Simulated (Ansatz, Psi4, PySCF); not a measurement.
thioethanol (C$_{2}$H$_{6}$S), singlet, at a GFN2-xTB geometry. Base run: CCSD(T)/STO-3G (PySCF).

The PySCF input:
```python
from pyscf import gto, scf, cc

mol = gto.Mole()
mol.atom = '''
    C     1.520616    0.691102   -0.005370
    C     0.011604    0.831165    0.003177
    S    -0.761806   -0.837889    0.000775
    H    -2.020391   -0.404145    0.009138
    H    -0.330410    1.349655    0.898847
    H    -0.339868    1.356605   -0.884748
    H     1.984528    1.675249   -0.003995
    H     1.855539    0.144186    0.873179
    H     1.846181    0.151063   -0.891656
'''
mol.basis = 'sto-3g'
mol.charge = 0
mol.spin = 0
mol.verbose = 3
mol.build()

mf = scf.RHF(mol)
mf.kernel()

mycc = cc.CCSD(mf)
mycc.kernel()
et = mycc.ccsd_t()
print('E(CCSD(T)) = %.10f' % (mycc.e_tot + et))
```

The same geometry, method and basis name were run in Ansatz (a quantum-chemistry and plane-wave program) and Psi4 and PySCF, at each program's defaults and at the settings that a row names. The base is PySCF at its defaults. Differences at the defaults can come from grids, fitting, cores and function types together.

| code and settings | ΔE vs base (mEh) | basis functions | E (Eh) | SCF cycles |
|---|---|---|---|---|
| PySCF, defaults (exact integrals, spherical functions, all electrons correlated) | 0.000 | 25 | -471.65108 | 8 |
| Psi4, defaults (exact integrals, spherical functions, all electrons correlated) | 0.000 | 25 | -471.65108 | 9 |
| Ansatz, defaults (factorised integrals, spherical functions, frozen core) | 1.398 | 25 | -471.64969 | - |
| PySCF, frozen core | 1.387 | 25 | -471.64970 | 8 |
| Psi4, exact integrals, spherical functions, frozen core | 1.387 | 25 | -471.64970 | 9 |
| Ansatz, high accuracy, frozen core | 1.387 | 25 | -471.64970 | - |
